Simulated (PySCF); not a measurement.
C2H6O2Si. Atoms are numbered in the order given.

```xyz
11

O      2.0079    -0.4672     0.0000
Si     0.5775     0.3795     0.0000
C     -0.8443    -0.1459    -1.1313
O     -1.7228    -0.0429     0.0000
C     -0.8443    -0.1459     1.1313
H      2.8265     0.0349     0.0000
H      0.8755     1.8471     0.0000
H     -0.7792    -1.1845    -1.5113
H     -1.1887     0.5028    -1.9525
H     -1.1887     0.5028     1.9525
H     -0.7792    -1.1845     1.5113
```
Charge 0, spin multiplicity 1.

Geometry: PBE0-D3(BJ)/def2-SVP. This is a generated structure with no PubChem entry under its InChIKey; it may be hypothetical. Other conformers were not sampled.

All values below come from PySCF with HF/pcSseg-1.

GIAO shieldings, no solvent; atoms listed in one row are averaged. δ = σ(ref) − σ: ¹⁷O against H2O (σ = 333.0 ppm); ²⁹Si against TMS (σ = 393.8 ppm); ¹³C against TMS (σ = 192.6 ppm); ¹H against TMS (σ = 31.99 ppm), references at their B3LYP-D3(BJ)/def2-TZVP geometries, non-relativistic.

**Question.** Estimate the chemical shifts. (The exact figures need the calculation; the answer reports its results.)

**Answer.** 
```
nucleus    atoms  count  δ (ppm)
-------  -------  -----  -------
¹⁷O           O1      1     31.0
¹⁷O           O4      1    -30.2
²⁹Si         Si2      1     -0.8
¹³C       C3, C5      2     67.7
¹H            H7      1     5.16
¹H       H8, H11      2     4.33
¹H       H10, H9      2     4.06
¹H            H6      1     2.66
```
